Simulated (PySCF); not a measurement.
## Radial density of N⁺ (nitrogen, charge +1)

TPSSh, [He] 2s1 2p3, high-spin 5S determinant (an excited configuration). Calculation: PySCF 2.14, in aug-cc-pCVQZ-DK (9s8p6d4f2g, 109 functions); scalar relativity by spin-free X2C-1e.

```csv
r (bohr),4πr²ρ (e/bohr),4πr²(ρα − ρβ)
0.00356,0.03237,0.0009
0.00599,0.08690,0.0024
0.0101,0.2294,0.0063
0.0169,0.5847,0.0161
0.0285,1.401,0.0386
0.0479,3.012,0.0826
0.0806,5.416,0.1476
0.136,7.250,0.2072
0.228,6.074,0.3008
0.383,3.021,0.8917
0.645,2.633,2.4175
1.08,2.981,2.9786
1.82,1.169,1.1692
3.07,0.09363,0.0936
5.16,0.001024,0.0010
```

Densities and radii are taken from the X2C orbitals without a picture-change correction, which distorts them close to the nucleus.
